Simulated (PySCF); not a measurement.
Adding and removing an electron: LiIn

PBE0; PySCF, scalar-relativistic core potentials, basis sets Li cc-pVDZ, In cc-pVDZ-PP with ECP28. Neutral (UKS): singlet (closed shell), Re = 3.015 Å, ωe = 267 cm⁻¹, De = 0.88 eV, HOMO -3.57 eV, LUMO -1.72 eV.

LiIn⁺ (UKS): doublet (σ ↑), Re = 3.224 Å, ωe = 192 cm⁻¹, De = 1.38 eV to Li⁺ + In. The energies at the minima are -197.60623 hartree for LiIn and -197.42023 for LiIn⁺.

Question: Work out the adiabatic ionisation energy, without and with harmonic zero-point energies (1 hartree = 27.2114 eV, 1 eV = 8065.5 cm⁻¹), and the change of the bond length.

Answer: At PBE0: 0.18600 hartree = 5.061 eV between the minima; the zero-point term (192.0 − 267.0)/2 cm⁻¹ = -0.005 eV makes it 5.057 eV. Re changes by +20.9 pm against the neutral. Minus the HOMO energy is 3.57 eV, -1.49 eV from the value between the minima; self-interaction puts the Kohn–Sham level too high, less so with exact exchange. The electron leaves a σ orbital, and the longer bond of the ion fits a bonding orbital, or a change in how ionic the bond is.

Closed-shell solutions of metal pairs were not tested for spin polarisation, which can lower them a little. These are scalar-relativistic numbers at best; spin–orbit coupling would shift them, the dissociation energy most. For an ion De counts to the pair picked by the measured ionisation energies or electron affinities, which need not be the lowest pair at this level. States were picked by a PBE0 search and need not be the measured ground states.
